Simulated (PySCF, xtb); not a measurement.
SiBr2Cl2, SMILES Cl[Si](Cl)(Br)Br.

Harmonic wavenumbers (cm⁻¹) from GFN2-xTB run with xtb at its own minimum, in rising order: 92, 96, 144, 146, 151, 313, 467, 522, 539.

What does B3LYP-D3(BJ)/def2-SVP (PySCF 2.14.0) give at its own minimum? (An estimate is asked for; the answer gives what the named calculation found.)

105, 117, 168, 176, 178, 319, 502, 572, 611. Paired by order, the mean absolute difference is 31 cm⁻¹ and the zero-point energies are 3.5 and 3.9 kcal/mol.
